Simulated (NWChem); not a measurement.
All runs are NWChem calculations. System: boron oxyfluoride (BFO), charge 0, spin multiplicity 1, at a geometry optimised with PBE0/def2-SVP. Level: BLYP/def2-TZVPD.

Input file:

```
start mol
memory heap 200 mb stack 800 mb global 1000 mb
geometry units angstroms nocenter noautoz
  F      0.000000     0.000000    -1.196212
  B      0.000000     0.000000     0.086519
  O      0.000000     0.000000     1.291664
  symmetry group C2v
end
basis spherical
  * library def2-tzvpd
end
dft
  xc becke88 lyp
  semidirect memsize 60000000 filesize 0
  iterations 100
end
task dft energy
```

Output (cleaned and shortened):

```
             Northwest Computational Chemistry Package (NWChem) 7.3.0
             --------------------------------------------------------

                                NWChem Input Module
                                -------------------

 Scaling coordinates for geometry "geometry" by  1.889725989
 (inverse scale =  0.529177249)

 Turning off AUTOSYM since
 SYMMETRY directive was detected!

                             Geometry "geometry" -> ""
                             -------------------------

 Output coordinates in angstroms (scale by  1.889725989 to convert to a.u.)

  No.       Tag          Charge          X              Y              Z
 ---- ---------------- ---------- -------------- -------------- --------------
    1 F                    9.0000     0.00000000     0.00000000    -1.19621200
    2 B                    5.0000     0.00000000     0.00000000     0.08651900
    3 O                    8.0000     0.00000000     0.00000000     1.29166400

 Effective nuclear repulsion energy (a.u.)      51.4427896179

            Nuclear Dipole moment (a.u.)
            ----------------------------
        X                 Y               Z
 ---------------- ---------------- ----------------
     0.0000000000     0.0000000000    -0.0000018897

      Symmetry information
      --------------------

 Group name             C2v
 Group number             16
 Group order               4
 No. of unique centers     3

      Symmetry unique atoms

     1    2    3


 Summary of "ao basis" -> "" (spherical)
 ------------------------------------------------------------------------------
       Tag                 Description            Shells   Functions and Types
 ---------------- ------------------------------  ------  ---------------------
 *                         def2-tzvpd                 on all atoms

                                 NWChem DFT Module
                                 -----------------

 Summary of "ao basis" -> "ao basis" (spherical)
 ------------------------------------------------------------------------------
       Tag                 Description            Shells   Functions and Types
 ---------------- ------------------------------  ------  ---------------------
 F                         def2-tzvpd               14       40   6s4p3d1f
 B                         def2-tzvpd               13       37   6s3p3d1f
 O                         def2-tzvpd               14       40   6s4p3d1f

 Summary of "ao basis" -> "ao basis" (spherical)
 ------------------------------------------------------------------------------
       Tag                 Description            Shells   Functions and Types
 ---------------- ------------------------------  ------  ---------------------
 F                         def2-tzvpd               14       40   6s4p3d1f
 B                         def2-tzvpd               13       37   6s3p3d1f
 O                         def2-tzvpd               14       40   6s4p3d1f

      Symmetry analysis of basis
      --------------------------

        a1         53
        a2         12
        b1         26
        b2         26

            General Information
            -------------------
          SCF calculation type: DFT
          Wavefunction type:  closed shell.
          No. of atoms     :     3
          No. of electrons :    22
           Alpha electrons :    11
            Beta electrons :    11
          Charge           :     0
          Spin multiplicity:     1
          Use of symmetry is: on ; symmetry adaption is: on
[...]
 !! scf_movecs_sym_adapt:   52 vectors were symmetry contaminated

 d= 0,ls=0.0,diis    11   -200.0774133956 -1.13D-06  3.15D-06  1.43D-06     3.5

 !! scf_movecs_sym_adapt:   52 vectors were symmetry contaminated

  Symmetry fudging

 !! scf_movecs_sym_adapt:   50 vectors were symmetry contaminated

 d= 0,ls=0.0,diis    12   -200.0774134978 -1.02D-07  1.28D-06  1.09D-07     3.6

         Total DFT energy =     -200.077413497813
      One electron energy =     -377.660292313672
           Coulomb energy =      149.272539929045
    Exchange-Corr. energy =      -23.132450731109
 Nuclear repulsion energy =       51.442789617922

 Numeric. integr. density =       22.000000315523

     Total iterative time =      3.2s

                  Occupations of the irreducible representations
                  ----------------------------------------------

                     irrep           alpha         beta
                     --------     --------     --------
                     a1                7.0          7.0
                     a2                0.0          0.0
                     b1                2.0          2.0
                     b2                2.0          2.0

                       DFT Final Molecular Orbital Analysis
                       ------------------------------------

 Vector    9  Occ=2.000000D+00  E=-3.739932D-01  Symmetry=a1
              MO Center=  5.5D-30,  1.2D-30,  1.4D+00, r^2= 6.9D-01
   Bfn.  Coefficient  Atom+Function         Bfn.  Coefficient  Atom+Function
  ----- ------------  ---------------      ----- ------------  ---------------
    86      0.422540  3 O  pz                82      0.410697  3 O  s
    44     -0.373343  2 B  s                 81      0.268687  3 O  s
    89      0.269283  3 O  pz                43     -0.219791  2 B  s
    49     -0.209030  2 B  pz                52     -0.162475  2 B  pz
    80      0.137844  3 O  s                 42      0.112949  2 B  s

 Vector   10  Occ=2.000000D+00  E=-3.163997D-01  Symmetry=b2
              MO Center=  3.5D-32, -1.6D-16,  9.4D-01, r^2= 1.1D+00
   Bfn.  Coefficient  Atom+Function         Bfn.  Coefficient  Atom+Function
  ----- ------------  ---------------      ----- ------------  ---------------
    85      0.422292  3 O  py                88      0.329110  3 O  py
    91      0.208875  3 O  py                48      0.202273  2 B  py
     8     -0.147645  1 F  py                51      0.126526  2 B  py
    11     -0.120741  1 F  py                14     -0.086865  1 F  py
    57      0.036929  2 B  d -1              54      0.033471  2 B  py

 Vector   11  Occ=2.000000D+00  E=-3.163997D-01  Symmetry=b1
              MO Center=  1.4D-15, -1.5D-31,  9.4D-01, r^2= 1.1D+00
   Bfn.  Coefficient  Atom+Function         Bfn.  Coefficient  Atom+Function
  ----- ------------  ---------------      ----- ------------  ---------------
    84      0.422292  3 O  px                87      0.329110  3 O  px
    90      0.208875  3 O  px                47      0.202273  2 B  px
     7     -0.147645  1 F  px                50      0.126526  2 B  px
    10     -0.120741  1 F  px                13     -0.086865  1 F  px
    59     -0.036929  2 B  d  1              53      0.033471  2 B  px

 Vector   12  Occ=0.000000D+00  E=-5.877622D-02  Symmetry=a1
              MO Center= -1.7D-14,  2.4D-14, -2.5D-01, r^2= 5.5D+00
   Bfn.  Coefficient  Atom+Function         Bfn.  Coefficient  Atom+Function
  ----- ------------  ---------------      ----- ------------  ---------------
    44      1.213946  2 B  s                 46      0.888577  2 B  s
    82     -0.597216  3 O  s                 45      0.436255  2 B  s
    83     -0.410565  3 O  s                  5     -0.381287  1 F  s
     6     -0.379121  1 F  s                 92      0.301553  3 O  pz
    15     -0.184187  1 F  pz                 4     -0.160994  1 F  s

 Vector   13  Occ=0.000000D+00  E= 7.682277D-03  Symmetry=b1
              MO Center=  1.5D-14,  1.6D-30,  7.2D-02, r^2= 3.2D+00
   Bfn.  Coefficient  Atom+Function         Bfn.  Coefficient  Atom+Function
  ----- ------------  ---------------      ----- ------------  ---------------
    53      0.405425  2 B  px                47      0.348184  2 B  px
    93      0.334552  3 O  px                50      0.295224  2 B  px
    69      0.289404  2 B  d  1              84     -0.264875  3 O  px
    87     -0.222462  3 O  px                90     -0.204988  3 O  px
     7     -0.200865  1 F  px                13     -0.190464  1 F  px

 Vector   14  Occ=0.000000D+00  E= 7.682277D-03  Symmetry=b2
              MO Center= -1.1D-30, -1.4D-14,  7.2D-02, r^2= 3.2D+00
   Bfn.  Coefficient  Atom+Function         Bfn.  Coefficient  Atom+Function
  ----- ------------  ---------------      ----- ------------  ---------------
    54      0.405425  2 B  py                48      0.348184  2 B  py
    94      0.334552  3 O  py                51      0.295224  2 B  py
    67     -0.289404  2 B  d -1              85     -0.264875  3 O  py
    88     -0.222462  3 O  py                91     -0.204988  3 O  py
     8     -0.200865  1 F  py                14     -0.190464  1 F  py

 center of mass
 --------------
 x =   0.00000000 y =   0.00000000 z =  -0.04574315

 moments of inertia (a.u.)
 ------------------
         192.575171696631           0.000000000000           0.000000000000
           0.000000000000         192.575171696631           0.000000000000
           0.000000000000           0.000000000000           0.000000000000

     Multipole analysis of the density
     ---------------------------------

     L   x y z        total         alpha         beta         nuclear
     -   - - -        -----         -----         ----         -------
     0   0 0 0     -0.000000    -11.000000    -11.000000     22.000000

     1   1 0 0     -0.000000     -0.000000     -0.000000      0.000000
     1   0 1 0     -0.000000     -0.000000     -0.000000      0.000000
     1   0 0 1     -0.822844     -0.411421     -0.411421     -0.000002

     2   2 0 0    -10.831622     -5.415811     -5.415811      0.000000
     2   1 1 0     -0.000000     -0.000000     -0.000000      0.000000
     2   1 0 1     -0.000000     -0.000000     -0.000000      0.000000
     2   0 2 0    -10.831622     -5.415811     -5.415811      0.000000
     2   0 1 1      0.000000      0.000000      0.000000      0.000000
     2   0 0 2    -14.823212    -54.304864    -54.304864     93.786516

 Task  times  cpu:        3.6s     wall:        3.6s

 Total times  cpu:        3.6s     wall:        3.6s
```
